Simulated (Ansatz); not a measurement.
`CS[Si](Cl)(Cl)Cl` → Cl₂ + `CS[Si]Cl`  (silylene formation by 1,1-elimination)

Calculated with Ansatz (gas phase, PBE0-D4/def2-TZVP geometries, no zero-point term in ΔE). CCSD(T)/CBS is the MP2 limit (def2-TZVPP, def2-QZVPP) plus CCSD(T) − MP2 in def2-TZVPP, frozen cores. This one scheme is used for every species. DFT in def2-TZVPP. One conformer a species, not always the lowest.

| level | ΔE (kcal/mol) |
| --- | --- |
| PBE-D4 | 112.9 |
| PBE0-D4 | 120.6 |
| MP2/def2-QZVPP | 128.6 |
| MP2/CBS(def2) | 129.3 |

Problem. What does CCSD(T)/CBS give? (Best estimate.)

Solution. The calculation gave: +120.4 kcal/mol. The listed levels differ from it by -7.5, 0.2, 8.2, 8.9 kcal/mol.

Largest T1 diagnostic among the species: 0.014.

Leaving LDA and LC-ωPBE aside and taking each functional with its dispersion term where it has one, the values, not all of them listed here, spread over 18.4 kcal/mol, from BLYP-D4 to r2SCAN0-D4. LDA lies +9.3 kcal/mol from PBE without D4. From BLYP to BHLYP (50 % exact exchange), in def2-TZVPP and without D4, ΔE moves by +17.5 kcal/mol. The D4 term adds +6.0 kcal/mol with B3LYP and +3.2 kcal/mol with PBE0; it sums over pairs of atoms, weighted by their polarisabilities, and B3LYP, whose exchange is more repulsive, gets the larger term.

B3LYP here is the variant with VWN-RPA as its local correlation; programs differ in this.

CCSD(T)/CBS has its own doubt, a few kJ/mol and more with outer-core shells, so smaller differences from it don't rank the levels.
